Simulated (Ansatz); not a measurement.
Ansatz (a program for electronic structure) input (MP2/3-21G): The .json file is the Basis Set Exchange's 3-21G.

Ansatz 0.2 input:
```yaml
crystal:
  periodic: [false, false, false]
  atoms:
    - {symbol: C, position_ang: [-1.30140524, -1.18480293, 0.04320733]}
    - {symbol: I, position_ang: [0.21068024, 0.19180387, -0.00699469]}
    - {symbol: H, position_ang: [-1.68009966, -1.49242257, 1.00329335]}
    - {symbol: H, position_ang: [-1.67752164, -1.56436514, -0.89181858]}
basis:
  gaussian:
    orbitals: 3-21G.json
magnetization: {spin_polarized: true, initial_magnetization: 1}
correlation: {method: mp2, electrons: outside_noble_gas}
```

Output:

```
Functional definition: HF
integrals: 0.01 GiB planned
573 factors; integrals over basis functions are off by at most 1.1e-3 eV
mean field: 0.18 GiB planned
mean field evaluation 1: about -188481.7625 eV, gradient 1.0e1 eV
mean field evaluation 2: about -188481.7676 eV, gradient 1.0e1 eV
mean field evaluation 4: about -188482.3726 eV, gradient 1.2e0 eV
mean field evaluation 8: about -188482.4218 eV, gradient 1.1e-3 eV
mean field evaluation 16: about -188478.0432 eV, gradient 3.5e-1 eV
mean field evaluation 32: about -188478.0432 eV, gradient 3.5e-1 eV
mean field -188482.42169037 eV, -6926.6012391471 hartree, gradient 3.4e-6 eV, S^2 0.771897; 3 other end points of the search recorded, 0 dependent functions left out
24 core orbitals not correlated
reference -188482.42169037 eV, -6926.6012391471 hartree; 7, 6 occupied and 15, 16 virtual orbitals, 573 factors
second order -2.75908972 eV of doubles, -0.00000000 eV of singles
Total energy: -188485.18078009 eV, -6926.7026338241 hartree
```

The geometry given is a B3LYP-D3(BJ)/def2-TZVP minimum.
